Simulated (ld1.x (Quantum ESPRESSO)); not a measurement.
## palladium (Pd), ultrasoft: configuration errors across variants

```json
{
  "Element": "Pd (Z = 46)",
  "Generator": "ld1.x (Quantum ESPRESSO) 7.5",
  "Type": "ultrasoft",
  "Functional": "PBEsol",
  "Relativity": "fully relativistic",
  "Frozen core": "[Kr]",
  "Valence charge": "10",
  "Reference configuration": "4d10 5s0",
  "Partial waves": "5s (bound, empty): rcut 2.75, rcutus 3.15 bohr; 5s channel at 0.25 Ry: rcut 2.75, rcutus 3.15 bohr; 5p channel at 0.3 Ry: rcut 1.80, rcutus 2.45 bohr; 5p channel at 2.1 Ry: rcut 1.80, rcutus 2.45 bohr; 4d (bound): rcut 1.25, rcutus 1.50 bohr; 4d channel at 1.4 Ry: rcut 1.25, rcutus 1.50 bohr; 4f channel at 0.05 Ry: rcut 2.45, rcutus 2.65 bohr; 4f channel at 2.5 Ry: rcut 2.45, rcutus 2.65 bohr",
  "Local potential": "all-electron potential smoothed inside 2.15 bohr (lloc = -1)",
  "Core correction": "Bessel-smoothed model core, default radius (core density twice the valence density)",
  "Augmentation charge": "PSQ, radius 1.25 bohr"
}
```

Open shells are filled in proportion to 2j + 1 (rel_dist='average').

All-electron excitation energies from the reference (eV): (1) 4d9 5s0 9.124; (2) 4d8 5s0 29.943; (3) 4d7 5s0 64.288; (4) 4d8 5s1 13.668; (5) 4d9 5s1 1.513; (6) 4d6 5s0 113.607; (7) 4d9.5 5s0 3.239.

The default core radius of the base comes out at 0.86 bohr.

The overlap operator is not positive definite (basis up to 400 Ry) in “local potential all-electron potential smoothed inside 1.48 bohr (lloc = -1)”. Such files are unfit for use, however small their errors in these radial tests.

2 further variants failed, have other tests or too few solved ones, and are left out.

A true bound ghost makes a file unfit for plane-wave use even where its test errors are small: the radial tests pick states by their node count and pass the ghost by.

Errors AE − PS in meV (a dash: test not solved or not reliable):

| change | (1) | (2) | (3) | (4) | (5) | (6) | (7) | bound ghosts |
| --- | --- | --- | --- | --- | --- | --- | --- | --- |
| base | -19 | -149 | -545 | -79 | -20 | -1386 | -2.9 | none |
| local potential all-electron potential smoothed inside 1.48 bohr (lloc = -1) | -19 | -149 | -544 | -119 | -24 | -1384 | -2.9 | p3/2, p1/2 (s not tested, overlap not positive) |
| waves 5p channel at 0.3 Ry: rcut 1.80, rcutus 3.02 bohr; 5p channel at 2.1 Ry: rcut 1.80, rcutus 3.02 bohr | -19 | -149 | -545 | -79 | -20 | -1386 | -2.9 | none |
| removed wave 5p channel at 2.1 Ry: rcut 1.80, rcutus 2.45 bohr; removed wave 4f channel at 2.5 Ry: rcut 2.45, rcutus 2.65 bohr | -19 | -149 | -545 | -79 | -20 | -1386 | -2.9 | none |
| core correction Bessel-smoothed model core inside 1.30 bohr | -19 | -149 | -545 | -79 | -20 | -1387 | -2.9 | none |
| wave 5s channel at 0.25 Ry: rcut 2.75, rcutus 3.15 bohr becomes 5s channel at 2.59 Ry: rcut 2.75, rcutus 3.15 bohr | -19 | -149 | -545 | -125 | -24 | -1386 | -2.9 | none |

Problem. Give the same row for: type TM; waves now 5s (bound): rc 3.15 bohr; 4d (bound): rc 1.50 bohr; 4f channel at 0.05 Ry: rc 2.65 bohr; 5p channel at 0.3 Ry: rc 2.45 bohr; local potential the p channel.

Solution. -106, -617, -1756, -279, -83, -3623, -20; bound ghosts: none.
